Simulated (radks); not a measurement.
Results of a calculation; reference values are marked as such.
Problem. The mean radii <r> (bohr) of the occupied orbitals of an atom or ion are listed with their occupations. Level of theory: Dirac Kohn-Sham, LDA (Slater exchange, Perdew-Wang correlation), spin-unpolarised, spherical densities, point nucleus (a radial shooting solver on a logarithmic mesh with Libxc functionals).

orbital  occ.      <r>
1s1/2       2  0.05028
2s1/2       1   0.2178
2p1/2       2   0.1869
2p3/2       3   0.1900
3s1/2       1   0.5301

Name the element and its charge. Open shells, if any, fill j = l - 1/2 first.

Solution. Z = 30, zinc, charge +21: Zn21+ in [He] 2s1 2p5 3s1. The 1s radius gives Z: for a bare nucleus <r> = (2 gamma + 1)/(2Z) with gamma = sqrt(1 - (Z/c)^2), 0.04919 bohr for Z = 30, and screening makes it slightly larger (0.05028 here). The occupations add up to 9, and the charge is Z minus that.
